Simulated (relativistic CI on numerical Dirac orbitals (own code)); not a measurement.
# The 3d ions of charge 3+

Method of calculation: Dirac-Coulomb-Breit CI, separate exchange-only KLI orbitals for each configuration, model QED (radiative potential, 1s self-energy scaled to tabulated hydrogen-like ionisation energies), valence Slater integrals scaled by 0.75 (own radial code, finite nucleus).

Each species is treated in one configuration, given outside its closed core, with all valence electrons in the open shell. Radial values are for the open shell of highest l, unscaled and averaged over j; ζ includes the Breit term. Labels give the leading LS character, summed over repeated terms.

```tsv
Ion	Configuration	Its lowest level	LS weight (%)	Next level	E (cm⁻¹)	⟨r⟩ (bohr)	⟨r²⟩ (bohr²)	ζ (cm⁻¹)
Ti3+	3d	²D3/2	100	²D5/2	347.8	1.253	1.929	138.3
V3+	3d²	³F2	100	³F3	301.11	1.17	1.688	194.9
Cr3+	3d³	⁴F3/2	100	⁴F5/2	222.84	1.098	1.493	264.9
Mn3+	3d⁴	⁵D0	100	⁵D1	92.942	1.035	1.332	350.2
Fe3+	3d⁵	⁶S5/2	100	⁴G11/2	27529	0.98	1.198	452.6
Co3+	3d⁶	?	?	?	?	?	?	?
Ni3+	3d⁷	⁴F9/2	100	⁴F7/2	1160.4	0.8868	0.9877	717.3
Cu3+	3d⁸	³F4	100	³F3	1805.9	0.8471	0.9041	883.9
Zn3+	3d⁹	²D5/2	100	²D3/2	2668.6	0.811	0.8312	1077
```

Problem. Fill in the row of Co3+.

Solution. Its lowest level ⁵D4; LS weight (%) 100; Next level ⁵D3; E (cm⁻¹) 625.12; ⟨r⟩ (bohr) 0.9308; ⟨r²⟩ (bohr²) 1.085; ζ (cm⁻¹) 574.2.

With one configuration, terms of near-neutral atoms and ions can be 10 to 25 % off, and close levels can change places.

At low charge ζ of a weakly bound d or f electron comes out too small.
